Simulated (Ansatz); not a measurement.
A nudged elastic band was laid between two geometries of ClH + ClH5OW (10 atoms, charge 0, multiplicity 1).

Level of theory: RKS CAM-B3LYP-D4/def2-SVP (Ansatz).

```yaml
movable_images: 5
climbing_image: yes
spring: 5.0 eV/Å²
optimiser: quadratic models (default)
start_path: through a guess of the saddle point
force_threshold: 0.05 eV/Å
iteration_limit: 60
end_points: relaxed
```

Initial state:

```xyz
10
Properties=species:S:1:pos:R:3
W -0.163 -0.421 -0.164
H -0.182 -0.121 1.490
H 1.290 -0.807 0.586
H 0.768 0.835 0.411
Cl -2.250 -1.227 0.368
H 0.607 -1.844 -0.634
O -0.027 0.610 -1.711
H 0.220 1.535 -1.841
Cl -1.815 2.509 0.588
H -1.281 2.087 1.684
```

Final state:

```xyz
10
Properties=species:S:1:pos:R:3
W -0.413 0.503 -0.612
H -0.851 -0.602 3.659
H 1.148 0.823 -0.018
H 0.613 1.787 -0.990
Cl -2.584 -0.406 -0.810
H 0.234 -0.604 0.449
O 0.272 -0.226 -2.135
H 0.829 -0.188 -2.922
Cl -1.109 2.045 0.918
H -0.972 0.024 3.238
```

(1) Which bonds break or form, and what moves?

(2) What energy profile does the band end with?

(3) What is the geometry of the highest image?

(4) What are the harmonic wavenumbers there?

The band took 38 iterations and roughly 29 core-minutes.

Answers

(1) Bonds broken: W1–H2, Cl9–H10. Bonds formed: W1–Cl9, H2–H10. ClH + ClH5OW becomes Cl2H4OW + H2.

(2) It converged. The highest image is number 2 of 0 to 6, 42.1 kJ/mol above the first end and 94.2 kJ/mol above the last; the last end lies 52.1 kJ/mol below the first. A vibrational analysis at the climbing image gives one clearly imaginary mode, 656i cm⁻¹: a first-order saddle point. The orbitals stay closed-shell, which can raise the energy where a bond breaks towards radicals; this wasn't checked here.

| image | path coordinate (Å) | energy (kJ/mol) | W1–H2 (Å) | Cl9–H10 (Å) | W1–Cl9 (Å) |
| --- | --- | --- | --- | --- | --- |
| 0 | 0.00 | 0.0 | 1.68 | 1.29 | 3.45 |
| 1 | 0.78 | 7.5 | 1.70 | 1.31 | 3.10 |
| 2 | 1.55 | 42.1 | 1.81 | 1.59 | 2.67 |
| 3 | 3.07 | -8.0 | 2.14 | 2.61 | 2.40 |
| 4 | 4.59 | -12.2 | 2.56 | 2.65 | 2.36 |
| 5 | 6.11 | -42.8 | 3.51 | 2.85 | 2.29 |
| 6 | 7.63 | -52.1 | 4.43 | 3.08 | 2.28 |

(3) 
```xyz
10
Properties=species:S:1:pos:R:3
W -0.312 -0.056 -0.088
H -0.355 0.328 1.676
H 1.032 -0.755 0.618
H 0.854 1.013 0.461
Cl -2.254 -1.141 0.600
H 0.141 -1.614 -0.550
O 0.150 0.631 -1.733
H 0.504 1.448 -2.106
Cl -1.678 2.168 0.476
H -0.916 1.136 1.423
```

(4) 656i, 119, 137, 165, 292, 366, 441, 468, 518, 546, 635, 712, 804, 919, 956, 1014, 1130, 1223, 1556, 1888, 2104, 2105, 2165, 3884 cm⁻¹.

Time of the run: 7.7 min on 4 threads of Arm Neoverse V2, on a shared host, peak memory 0.36 GiB.
